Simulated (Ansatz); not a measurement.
TbN₆H₁₈⁴⁺, that is [Tb(NH3)6]3+ with one electron fewer. Charge 4, multiplicity 6. Geometry r2SCAN-D4/def2-SVP, that of the charge +3 septet; atoms count from 1.

```csv
atom,x (Å),y (Å),z (Å)
Tb1,-0.0005,0.0005,0.0004
N2,-2.4741,0.1359,-0.3443
H3,-2.8764,1.0834,-0.2908
H4,-3.0437,-0.3939,0.3320
H5,-2.8182,-0.2080,-1.2529
N6,2.4740,-0.1445,0.3301
H7,2.8639,-1.0986,0.3340
H8,2.8301,0.2528,1.2120
H9,3.0443,0.3337,-0.3830
N10,-0.0695,2.1130,1.3373
H11,0.0763,2.9802,0.7994
H12,0.6313,2.1892,2.0891
H13,-0.9559,2.2952,1.8310
N14,0.0908,-2.1166,-1.3275
H15,0.9222,-2.2281,-1.9264
H16,-0.6883,-2.2633,-1.9862
H17,0.0886,-2.9857,-0.7734
N18,0.3354,1.3294,-2.0911
H19,-0.4921,1.8482,-2.4207
H20,0.6091,0.7829,-2.9212
H21,1.0617,2.0594,-2.0470
N22,-0.3558,-1.3169,2.0958
H23,0.4848,-1.7762,2.4765
H24,-1.0301,-2.0933,2.0257
H25,-0.7080,-0.7787,2.9013
```

In the def2 sets Tb takes a core potential; there is no spin–orbit coupling. With an open 4f shell the SCF may have ended on a state above the lowest. The charge 4 sextet is spin-contaminated (final ⟨S²⟩ up to 9.74, 8.75 for a pure state). At PBE0-D4/def2-TZVP a octet of charge 4 lies 0.33 eV below the sextet at the same geometry.

**Question.** Estimate the Mulliken populations from the PBE0/def2-TZVP orbitals of Ansatz.

**Answer.** 
```json
{"atom": "Tb1", "charge (e)": "1.24", "spin (α − β)": "6.13", "d electrons": "10.88"}
{"atom": "N2", "charge (e)": "-0.62", "spin (α − β)": "-0.19", "d electrons": "–"}
{"atom": "H3", "charge (e)": "0.36", "spin (α − β)": "0.00", "d electrons": "–"}
{"atom": "H4", "charge (e)": "0.36", "spin (α − β)": "0.00", "d electrons": "–"}
{"atom": "H5", "charge (e)": "0.36", "spin (α − β)": "0.00", "d electrons": "–"}
{"atom": "N6", "charge (e)": "-0.62", "spin (α − β)": "-0.19", "d electrons": "–"}
{"atom": "H7", "charge (e)": "0.36", "spin (α − β)": "0.00", "d electrons": "–"}
{"atom": "H8", "charge (e)": "0.36", "spin (α − β)": "0.00", "d electrons": "–"}
{"atom": "H9", "charge (e)": "0.36", "spin (α − β)": "0.00", "d electrons": "–"}
{"atom": "N10", "charge (e)": "-0.62", "spin (α − β)": "-0.19", "d electrons": "–"}
{"atom": "H11", "charge (e)": "0.36", "spin (α − β)": "0.00", "d electrons": "–"}
{"atom": "H12", "charge (e)": "0.36", "spin (α − β)": "0.00", "d electrons": "–"}
{"atom": "H13", "charge (e)": "0.36", "spin (α − β)": "0.00", "d electrons": "–"}
{"atom": "N14", "charge (e)": "-0.62", "spin (α − β)": "-0.19", "d electrons": "–"}
{"atom": "H15", "charge (e)": "0.36", "spin (α − β)": "0.00", "d electrons": "–"}
{"atom": "H16", "charge (e)": "0.36", "spin (α − β)": "0.00", "d electrons": "–"}
{"atom": "H17", "charge (e)": "0.36", "spin (α − β)": "0.00", "d electrons": "–"}
{"atom": "N18", "charge (e)": "-0.62", "spin (α − β)": "-0.19", "d electrons": "–"}
{"atom": "H19", "charge (e)": "0.36", "spin (α − β)": "0.00", "d electrons": "–"}
{"atom": "H20", "charge (e)": "0.36", "spin (α − β)": "0.00", "d electrons": "–"}
{"atom": "H21", "charge (e)": "0.36", "spin (α − β)": "0.00", "d electrons": "–"}
{"atom": "N22", "charge (e)": "-0.62", "spin (α − β)": "-0.19", "d electrons": "–"}
{"atom": "H23", "charge (e)": "0.36", "spin (α − β)": "0.00", "d electrons": "–"}
{"atom": "H24", "charge (e)": "0.36", "spin (α − β)": "0.00", "d electrons": "–"}
{"atom": "H25", "charge (e)": "0.36", "spin (α − β)": "0.00", "d electrons": "–"}
```
Mulliken values depend strongly on the basis.

**Question.** Where does the spin sit?

**Answer.** Summed by element: Tb 6.13, N -1.12, H -0.01, of 5 unpaired in all. Largest on single atoms: Tb1 6.13, N6 -0.19, N18 -0.19.

**Question.** And the Mayer bond orders between heavy atoms (over 0.3)?

**Answer.** Tb1–N2 0.60 (2.50 Å); Tb1–N6 0.60 (2.50 Å); Tb1–N10 0.60 (2.50 Å); Tb1–N14 0.60 (2.50 Å); Tb1–N18 0.60 (2.50 Å); Tb1–N22 0.60 (2.50 Å).
